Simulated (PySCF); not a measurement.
Simulated outer-valence photoelectron spectrum of dimethylselenide (`C[Se]C`). Theory: EOM-IP-CCSD/aug-cc-pVDZ in PySCF, restricted Hartree–Fock reference, 11 core orbitals frozen, non-relativistic, gas phase, PBE0-D3(BJ)/def2-SVP geometry.

Each root has a Gaussian of 0.4 eV full width with its one-hole share as area; cross sections and vibrations are left out, and the highest printed point is 100.

ionisation energy (eV), intensity and a bar:
```
      7.6          0 
      7.8          7 ##
      8.0         38 ###########
      8.2         55 ################
      8.4         20 ######
      8.6          2 #
      8.8          0 
      9.0          0 
      9.2          0 
      9.4          0 
      9.6          0 
      9.8          0 
     10.0          0 
     10.2          0 
     10.4          1 
     10.6         17 #####
     10.8         53 ################
     11.0         41 ############
     11.2          8 ##
     11.4          0 
     11.6          1 
     11.8         10 ###
     12.0         45 #############
     12.2         50 ###############
     12.4         14 ####
     12.6          1 
     12.8          0 
     13.0          0 
     13.2          0 
     13.4          0 
     13.6          0 
     13.8          5 #
     14.0         36 ###########
     14.2         87 ##########################
     14.4         83 #########################
     14.6         55 #################
     14.8        100 ##############################
     15.0         89 ###########################
     15.2         21 ######
     15.4          1
```

Task: Where are the maxima, and how many lines lie under the curve?

Result: 5 maxima, at 8.2, 10.9, 12.1, 14.3 and 14.9 eV, from 7 lines. At this width some lines have no maximum of their own.

Task: List the lines with their holes.

Result: 
| E (eV) | leading hole (HF orbital) | area | Koopmans (eV) |
| --- | --- | --- | --- |
| 8.15 | HOMO | 0.96 | 8.61 |
| 10.86 | HOMO-1 | 0.96 | 11.36 |
| 12.12 | HOMO-2 | 0.96 | 12.78 |
| 14.18 | HOMO-3 | 0.95 | 15.32 |
| 14.38 | HOMO-4 | 0.95 | 15.49 |
| 14.86 | HOMO-6 | 0.94 | 16.11 |
| 14.91 | HOMO-5 | 0.95 | 16.07 |

The widest gap, 2.71 eV, lies between 8.15 and 10.86 eV. Only orbitals with −ε under 21 eV, eight at most, were ionised, so the high end of the curve may lack lines.
